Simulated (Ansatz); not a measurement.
Reaction (ligand exchange at the Si–O bond): `[SiH3][O][In]([SH])[O][SiH3]` + `NC(O)(O)F` → `NC(O)(F)O[SiH3]` + `[OH][In]([SH])[O][SiH3]`

Computed with Ansatz on PBE0-D4/def2-TZVP structures; ΔE is electronic, products minus reactants. CCSD(T)/CBS adds triple-zeta CCSD(T) − MP2 to the extrapolated MP2 energy (def2 sets, frozen cores). Functionals use def2-TZVPP. Elements past krypton have def2 core potentials. For In outer-core shells are correlated without core-valence functions, which leaves a few kJ/mol of doubt a bond. One conformer a species, not always the lowest.

```json
{"species": "`[SiH3][O][In]([SH])[O][SiH3]`", "r2SCAN energy (Eh)": "-1322.13105"}
{"species": "`NC(O)(O)F`", "r2SCAN energy (Eh)": "-345.56787"}
{"species": "`NC(O)(F)O[SiH3]`", "r2SCAN energy (Eh)": "-636.27302"}
{"species": "`[OH][In]([SH])[O][SiH3]`", "r2SCAN energy (Eh)": "-1031.41950"}
```

(1) Work out ΔE.

Largest T1 diagnostic among the species: 0.016.

## Answers

(1) ΔE = (-636.27302) + (-1031.41950) − (-1322.13105) − (-345.56787) = 0.00640 Eh = +0.17 eV. CCSD(T)/CBS gives +0.21 eV.

In def2-TZVPP, CCSD(T) changes the Hartree–Fock value by −0.08 eV (the triples alone add −0.01 eV) and MP2 by −0.09 eV. From PBE to PBE0 (25 % exact exchange), in def2-TZVPP and without D4, ΔE moves by +0.05 eV.
